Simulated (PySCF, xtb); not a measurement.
CH3Cl2NSi2, SMILES Cl[Si]1(Cl)N=C[SiH2]1.

GFN2-xTB (xtb) at its own geometry gives an orbital gap of 2.05 eV and a dipole moment of 3.90 D.

Geometry optimised at PBE0-D3(BJ)/def2-SVP. This is a generated structure with no PubChem entry under its InChIKey; it may be hypothetical.

Problem. What does HF/def2-TZVP (PySCF) give? (The exact figures need the calculation; the answer reports its results.)

Solution. gap 12.93 eV (levels -10.63 and 2.31 eV), dipole 3.43 D.
